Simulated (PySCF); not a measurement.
An excited-state job on `[SiH3][NH][GeH2][N]([SiH3])[SiH3]`.

Method: TDDFT wB97X-D/def2-SVPD, vertical, gas phase, core orbitals frozen in the response (PySCF 2.14.0, density-fitted response routines). Geometry: GFN2-xTB. The input is one job of a driver script: a line of settings, then coordinates in Å.

Command:
```bash
OMP_NUM_THREADS=1 python probes_run.py task.json out
```

Input:
```
{"job": {"kind": "uv", "xc": "wB97X-D", "basis": "def2-SVPD", "nstates": 8, "ntriplets": 3}, "charge": 0, "multiplicity": 1}
Si     2.353688    -0.071471     1.235193
N      1.883873    -0.289467    -0.417895
Ge     0.486379     0.558391    -1.208541
N     -1.105217     0.206803    -0.365038
Si    -1.765868    -1.383924    -0.573529
Si    -1.581930     1.191064     0.984069
H      2.446911     1.372675     1.447261
H      1.415361    -0.664498     2.201233
H      3.650090    -0.747142     1.342043
H      2.060086    -1.216081    -0.776565
H      0.738967     2.036566    -1.129146
H      0.405185     0.042671    -2.622731
H     -1.472021    -1.799713    -1.949056
H     -3.203260    -1.277789    -0.335483
H     -1.160076    -2.341985     0.364231
H     -0.920538     2.489391     0.836843
H     -3.036627     1.330786     0.901577
H     -1.203763     0.570041     2.259598
```

**Question.** Give the output.

**Answer.** 
```
coarse grid: 66560 points
cycle   1  E = -3061.5791506881  dE = -3.826e-01  |g| = 6.838e-01  |ddm| = 5.049e+00
cycle   2  E = -3061.5725252399  dE =  6.625e-03  |g| = 7.368e-01  |ddm| = 2.031e+00
cycle   3  E = -3061.6712785090  dE = -9.875e-02  |g| = 5.453e-02  |ddm| = 8.868e-01
cycle   4  E = -3061.6720210925  dE = -7.426e-04  |g| = 3.327e-02  |ddm| = 1.890e-01
cycle   5  E = -3061.6722309429  dE = -2.099e-04  |g| = 7.634e-03  |ddm| = 6.188e-02
cycle   6  E = -3061.6722441627  dE = -1.322e-05  |g| = 2.303e-03  |ddm| = 2.217e-02
cycle   7  E = -3061.6722454313  dE = -1.269e-06  |g| = 7.961e-04  |ddm| = 7.226e-03
final grid: 135264 points
cycle   8  E = -3061.6719668911  dE = -6.643e-07  |g| = 1.004e-03  |ddm| = 9.274e-03
cycle   9  E = -3061.6719668625  dE =  2.863e-08  |g| = 1.102e-03  |ddm| = 3.012e-03
cycle  10  E = -3061.6719670553  dE = -1.928e-07  |g| = 9.363e-05  |ddm| = 1.156e-03
cycle  11  E = -3061.6719670573  dE = -1.989e-09  |g| = 4.548e-05  |ddm| = 3.004e-04
cycle  12  E = -3061.6719670579  dE = -6.121e-10  |g| = 5.788e-06  |ddm| = 2.262e-04
converged SCF energy = -3061.6719670579

Static polarisability (au): isotropic 118.586, principal 110.988 117.875 126.896

Singlet excitations
state   eV       nm        f      main configurations
  1   6.1872    200.4   0.01089   H->L 0.84, H-1->L+1 0.09
  2   6.4204    193.1   0.01756   H->L+1 0.62, H-1->L 0.29
  3   6.9212    179.1   0.00747   H->L+3 0.51, H-1->L 0.14, H-1->L+1 0.11
  4   7.0376    176.2   0.00283   H->L+3 0.29, H-1->L 0.24, H->L+4 0.12
  5   7.3754    168.1   0.00213   H->L+2 0.26, H-1->L+1 0.21, H-1->L 0.12
  6   7.4226    167.0   0.05297   H->L+2 0.46, H->L+8 0.09, H->L+1 0.09
  7   7.5166    164.9   0.00136   H->L+4 0.26, H->L+7 0.21, H-1->L+3 0.13
  8   7.6430    162.2   0.03486   H-1->L+3 0.39, H-1->L+1 0.16, H->L+4 0.10

Triplet excitations (Tamm-Dancoff, eV): 5.8737 6.1458 6.7448
```

The SCF starts on a coarse grid where the log names one; the energy can jump when the final grid takes over, and dE then counts from the start density on the new grid. H and L stand for HOMO and LUMO; the number after each pair is its weight.

**Question.** How does the lowest singlet excitation compare with the HOMO–LUMO gap?

**Answer.** HOMO -9.09 eV and LUMO 1.44 eV give a gap of 10.53 eV; S1 at 6.19 eV lies 4.34 eV below it.

In short: HOMO -9.09 eV, LUMO 1.44 eV; lowest singlet 6.19 eV; lowest triplet 5.87 eV (Tamm–Dancoff); mean polarisability 118.6 au.

Note that the optimisation stopped short of convergence; the values belong to its last geometry. Relativistic effects, spin–orbit coupling among them, are left out although an element past zinc is present.

**Question.** How long does this job take on one thread, Arm Neoverse N1 (aarch64), no GPU, shared host with 64 logical CPUs at a one-minute load of 61? And the peak memory of the process?

**Answer.** About 2.6 min (density and orbital grids were written too), with 1.1 GiB resident at the peak, the Python interpreter and its libraries included.

One conformer stands for the species.
Labels such as C1 count atoms from 1, the log's own numbers from 0.

Note: wB97X-D ran without an empirical dispersion term, which enters the total energy and its gradient alone.
